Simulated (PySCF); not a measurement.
Sb(Cl)(TeH)2 (ClH2SbTe2), SMILES [Sb]([TeH])([Cl])[TeH]. Atoms are numbered in the order given.

```xyz
6

Sb     0.6940    -0.9055     0.0000
Cl    -1.1025    -2.5291     0.0000
Te    -0.1700     0.8601    -1.9970
H      0.5173    -0.1374    -3.1508
Te    -0.1700     0.8601     1.9970
H      0.5173    -0.1374     3.1508
```
Charge 0, spin multiplicity 1.

The structure is a stationary point at B3LYP-D3(BJ)/def2-SVP. The geometry has at least one imaginary mode, so it is a saddle point at that level. The def2 effective core potentials stand for the cores of Sb, Te; spin–orbit coupling is left out.

Method: HF/def2-TZVP in PySCF.

ESP charges are fitted to the potential on shells at 1.4 to 2.0 van der Waals radii. Atomic charges (e):

| atom | ESP fit | Mulliken |
|---|---|---|
| Sb1 | 0.21 | … |
| Cl2 | -0.23 | … |
| Te3 | -0.09 | … |
| H4 | 0.10 | … |
| Te5 | -0.09 | … |
| H6 | 0.10 | … |

Problem. What belongs in the gaps? (The exact figures need the calculation; the answer reports its results.)

Solution. 
- Sb1, Mulliken: 0.59
- Cl2, Mulliken: -0.41
- Te3, Mulliken: -0.15
- H4, Mulliken: 0.06
- Te5, Mulliken: -0.15
- H6, Mulliken: 0.06
